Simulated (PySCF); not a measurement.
Computed shifts of a molecule C₃H₆F₂Si, PySCF with PBE/pcSseg-1, GIAO, gas phase, atoms alike by connectivity averaged where their shifts nearly agree, in ppm (number of nuclei): ¹⁹F: -258.0 (1), -269.8 (1). ²⁹Si: -4.0 (1). ¹³C: 73.8 (1), 13.8 (2). ¹H: 5.66 (2), 1.33 (2), 1.16 (2). References: ¹⁹F against CFCl3 (σ = 133.6 ppm); ²⁹Si against TMS (σ = 335.4 ppm); ¹³C against TMS (σ = 182.0 ppm); ¹H against TMS (σ = 31.49 ppm), references at their B3LYP-D3(BJ)/def2-TZVP geometries, non-relativistic. Geometry optimised at B3LYP-D3(BJ)/def2-SVP. The values are those of a single conformer.

Which molecule gave these data?
A) F[SiH2]C1(F)CC1
B) F[C@@H]1C([SiH3])[C@H]1F
C) C=C[Si](C)(F)F
D) C=C[C@@H](F)[SiH2]F

A, F[SiH2]C1(F)CC1
